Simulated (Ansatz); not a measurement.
Ansatz (a first-principles code) input (B3LYP-D3(BJ)/def2-TZVP):

Ansatz 0.2 input:
```yaml
crystal:
  periodic: [false, false, false]
  atoms:
    - {symbol: Mo, position_ang: [-0.00000000, -0.00000000, -0.04000182]}
    - {symbol: H, position_ang: [0.00000000, 0.00000000, 1.68007633]}
basis:
  gaussian:
    orbitals: def2-TZVP
hamiltonian:
  xc: b3lyp
  dispersion: d3bj
magnetization: {spin_polarized: true, initial_magnetization: 5}
phonons: {temperatures: {t_min: 298.15, t_max: 298.15, t_step: 100}}
```

Output:

```
Functional definition: B3LYP
integrals: 0.01 GiB planned
443 factors; integrals over basis functions are off by at most 2.4e-4 eV
mean field: 0.13 GiB planned
mean field evaluation 1: about -1867.8802 eV, gradient 2.0e1 eV
mean field evaluation 2: about -1866.9570 eV, gradient 2.6e1 eV
mean field evaluation 4: about -1869.9981 eV, gradient 1.5e0 eV
mean field evaluation 8: about -1870.0140 eV, gradient 1.2e-1 eV
mean field evaluation 16: about -1870.0143 eV, gradient 8.1e-6 eV
mean field -1870.01428640 eV, -68.7217574840 hartree, gradient 3.1e-6 eV, S^2 8.771245; 0 other end points of the search recorded, 0 dependent functions left out
the calculation of the forces begins
reference -1870.01447103 eV, -68.7217642690 hartree; 10, 5 occupied and 36, 41 virtual orbitals, 443 factors
these checks for a lower state are left out or cut short: stability, starts, cluster_reference, orbital_swaps, neighbouring_geometries, increment
integrals: 0.01 GiB planned
443 factors; integrals over basis functions are off by at most 2.4e-4 eV
mean field: 0.13 GiB planned
mean field -1870.01428638 eV, -68.7217574834 hartree, gradient 5.1e-7 eV, S^2 8.771245; 0 other end points of the search recorded, 0 dependent functions left out
the calculation of the forces begins
reference -1870.01447101 eV, -68.7217642684 hartree; 10, 5 occupied and 36, 41 virtual orbitals, 443 factors
these checks for a lower state are left out or cut short: stability, starts, cluster_reference, orbital_swaps, neighbouring_geometries, increment
integrals: 0.01 GiB planned
443 factors; integrals over basis functions are off by at most 2.4e-4 eV
mean field: 0.13 GiB planned
mean field evaluation 32: about -1870.0143 eV, gradient 5.1e-7 eV
mean field -1870.01428638 eV, -68.7217574834 hartree, gradient 5.1e-7 eV, S^2 8.771245; 0 other end points of the search recorded, 0 dependent functions left out
the calculation of the forces begins
reference -1870.01447101 eV, -68.7217642684 hartree; 10, 5 occupied and 36, 41 virtual orbitals, 443 factors
these checks for a lower state are left out or cut short: stability, starts, cluster_reference, orbital_swaps, neighbouring_geometries, increment
integrals: 0.01 GiB planned
443 factors; integrals over basis functions are off by at most 2.4e-4 eV
mean field: 0.13 GiB planned
mean field -1870.01428638 eV, -68.7217574834 hartree, gradient 5.1e-7 eV, S^2 8.771245; 0 other end points of the search recorded, 0 dependent functions left out
the calculation of the forces begins
reference -1870.01447101 eV, -68.7217642684 hartree; 10, 5 occupied and 36, 41 virtual orbitals, 443 factors
these checks for a lower state are left out or cut short: stability, starts, cluster_reference, orbital_swaps, neighbouring_geometries, increment
integrals: 0.01 GiB planned
443 factors; integrals over basis functions are off by at most 2.4e-4 eV
mean field: 0.13 GiB planned
mean field -1870.01428638 eV, -68.7217574834 hartree, gradient 5.1e-7 eV, S^2 8.771245; 0 other end points of the search recorded, 0 dependent functions left out
the calculation of the forces begins
reference -1870.01447101 eV, -68.7217642684 hartree; 10, 5 occupied and 36, 41 virtual orbitals, 443 factors
these checks for a lower state are left out or cut short: stability, starts, cluster_reference, orbital_swaps, neighbouring_geometries, increment
integrals: 0.01 GiB planned
443 factors; integrals over basis functions are off by at most 2.4e-4 eV
mean field: 0.13 GiB planned
mean field -1870.01427223 eV, -68.7217569632 hartree, gradient 1.2e-6 eV, S^2 8.771095; 0 other end points of the search recorded, 0 dependent functions left out
the calculation of the forces begins
reference -1870.01445682 eV, -68.7217637469 hartree; 10, 5 occupied and 36, 41 virtual orbitals, 443 factors
these checks for a lower state are left out or cut short: stability, starts, cluster_reference, orbital_swaps, neighbouring_geometries, increment
integrals: 0.01 GiB planned
443 factors; integrals over basis functions are off by at most 2.4e-4 eV
mean field: 0.13 GiB planned
mean field -1870.01422832 eV, -68.7217553498 hartree, gradient 2.0e-6 eV, S^2 8.771395; 0 other end points of the search recorded, 0 dependent functions left out
the calculation of the forces begins
reference -1870.01441299 eV, -68.7217621360 hartree; 10, 5 occupied and 36, 41 virtual orbitals, 443 factors
these checks for a lower state are left out or cut short: stability, starts, cluster_reference, orbital_swaps, neighbouring_geometries, increment
integrals: 0.01 GiB planned
443 factors; integrals over basis functions are off by at most 2.4e-4 eV
mean field: 0.13 GiB planned
mean field evaluation 64: about -1870.0143 eV, gradient 3.4e-5 eV
mean field -1870.01428638 eV, -68.7217574834 hartree, gradient 5.1e-7 eV, S^2 8.771245; 0 other end points of the search recorded, 0 dependent functions left out
the calculation of the forces begins
reference -1870.01447101 eV, -68.7217642684 hartree; 10, 5 occupied and 36, 41 virtual orbitals, 443 factors
these checks for a lower state are left out or cut short: stability, starts, cluster_reference, orbital_swaps, neighbouring_geometries, increment
integrals: 0.01 GiB planned
443 factors; integrals over basis functions are off by at most 2.4e-4 eV
mean field: 0.13 GiB planned
mean field -1870.01428638 eV, -68.7217574834 hartree, gradient 5.1e-7 eV, S^2 8.771245; 0 other end points of the search recorded, 0 dependent functions left out
the calculation of the forces begins
reference -1870.01447101 eV, -68.7217642684 hartree; 10, 5 occupied and 36, 41 virtual orbitals, 443 factors
these checks for a lower state are left out or cut short: stability, starts, cluster_reference, orbital_swaps, neighbouring_geometries, increment
integrals: 0.01 GiB planned
443 factors; integrals over basis functions are off by at most 2.4e-4 eV
mean field: 0.13 GiB planned
mean field -1870.01428638 eV, -68.7217574834 hartree, gradient 5.1e-7 eV, S^2 8.771245; 0 other end points of the search recorded, 0 dependent functions left out
the calculation of the forces begins
reference -1870.01447101 eV, -68.7217642684 hartree; 10, 5 occupied and 36, 41 virtual orbitals, 443 factors
these checks for a lower state are left out or cut short: stability, starts, cluster_reference, orbital_swaps, neighbouring_geometries, increment
integrals: 0.01 GiB planned
443 factors; integrals over basis functions are off by at most 2.4e-4 eV
mean field: 0.13 GiB planned
mean field -1870.01428638 eV, -68.7217574834 hartree, gradient 5.1e-7 eV, S^2 8.771245; 0 other end points of the search recorded, 0 dependent functions left out
the calculation of the forces begins
reference -1870.01447101 eV, -68.7217642684 hartree; 10, 5 occupied and 36, 41 virtual orbitals, 443 factors
these checks for a lower state are left out or cut short: stability, starts, cluster_reference, orbital_swaps, neighbouring_geometries, increment
integrals: 0.01 GiB planned
443 factors; integrals over basis functions are off by at most 2.4e-4 eV
mean field: 0.13 GiB planned
mean field -1870.01422832 eV, -68.7217553498 hartree, gradient 2.0e-6 eV, S^2 8.771395; 0 other end points of the search recorded, 0 dependent functions left out
the calculation of the forces begins
reference -1870.01441299 eV, -68.7217621360 hartree; 10, 5 occupied and 36, 41 virtual orbitals, 443 factors
these checks for a lower state are left out or cut short: stability, starts, cluster_reference, orbital_swaps, neighbouring_geometries, increment
integrals: 0.01 GiB planned
443 factors; integrals over basis functions are off by at most 2.4e-4 eV
mean field: 0.13 GiB planned
mean field evaluation 96: about -1870.0146 eV, gradient 1.5e-1 eV
mean field -1870.01427223 eV, -68.7217569632 hartree, gradient 1.2e-6 eV, S^2 8.771095; 0 other end points of the search recorded, 0 dependent functions left out
the calculation of the forces begins
reference -1870.01445682 eV, -68.7217637469 hartree; 10, 5 occupied and 36, 41 virtual orbitals, 443 factors
Total energy: -1870.04317884 eV, -68.7228192615 hartree
Atom 0 at    -0.000000    -0.000000    -0.040002 Å, force     0.000000     0.000000    -0.000005 eV/Å
Atom 1 at     0.000000     0.000000     1.680076 Å, force    -0.000000    -0.000000     0.000005 eV/Å
Dipole moment:     0.000000     0.000000    -0.531471 e Å
Vibrations: 1775.35 cm⁻¹, zero-point energy 0.110058 eV
```

The spin state was set by rule; other spins were not relaxed.
